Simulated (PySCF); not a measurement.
(E)-3-chloropent-3-en-1-yne (C5H5Cl), SMILES C#C/C(Cl)=C\C. Coordinates come from a B3LYP-D3(BJ)/def2-SVP optimisation.

Computed equilibrium geometry at B3LYP-D3(BJ)/def2-SVP (PySCF confirms it by a frequency run) as a Z-matrix, and its point group:
point group Cs.
```
C
C 1 1.3466
H 2 1.0940 1 117.17
C 1 1.4230 2 125.56 3 180.00
C 4 1.2140 2 154.20 3 180.00
H 5 1.0737 2 162.79 3 180.00
C 2 1.4941 3 117.96 1 180.00
H 7 1.0986 2 111.97 3 180.00
H 7 1.1039 8 108.51 2 122.33
H 7 1.1039 8 108.51 9 115.35
Cl 1 1.7638 2 119.94 3 0.00
```
